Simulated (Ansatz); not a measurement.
`C[SiH](N)BCl` at its PBE0-D4/def2-TZVP geometry, where that method's forces vanish. Charge 0, multiplicity 1.

| atom | x (Å) | y (Å) | z (Å) |
| --- | --- | --- | --- |
| C1 | 0.817 | -0.033 | 1.423 |
| Si2 | 0.040 | 0.402 | -0.220 |
| N3 | -1.636 | 0.749 | 0.015 |
| B4 | 0.179 | -1.085 | -1.575 |
| Cl5 | 1.643 | -2.034 | -1.652 |
| H6 | 1.872 | -0.284 | 1.286 |
| H7 | 0.314 | -0.888 | 1.880 |
| H8 | 0.761 | 0.809 | 2.117 |
| H9 | 0.839 | 1.539 | -0.796 |
| H10 | -2.253 | 0.752 | -0.781 |
| H11 | -1.919 | 1.450 | 0.682 |
| H12 | -0.657 | -1.376 | -2.380 |

**Question.** For each bond, give half the difference of the two atoms' forces along it (eV/Å; positive pushes the atoms apart) under PBE-D4, r2SCAN-D4, B3LYP-D4, ωB97M-V in def2-TZVPP. (An estimate is asked.)

**Answer.** Ansatz gave: 
```csv
bond,length (Å),PBE-D4,r2SCAN-D4,B3LYP-D4,ωB97M-V
C1–Si2,1.868,0.02,0.02,0.10,0.01
C1–H6,1.093,0.11,-0.02,-0.05,-0.04
C1–H7,1.092,0.11,-0.01,-0.04,-0.04
C1–H8,1.093,0.10,-0.01,-0.04,-0.04
Si2–N3,1.727,0.09,0.01,0.10,0.11
Si2–B4,2.017,-0.18,-0.07,-0.05,-0.02
Si2–H9,1.504,0.07,0.00,-0.12,-0.16
N3–H10,1.008,0.20,0.02,-0.01,-0.02
N3–H11,1.008,0.20,0.02,-0.02,-0.03
B4–Cl5,1.746,0.16,0.14,0.23,0.13
B4–H12,1.196,0.10,-0.04,-0.17,-0.16
```

B3LYP here is the variant with VWN-RPA as its local correlation; programs differ in this.
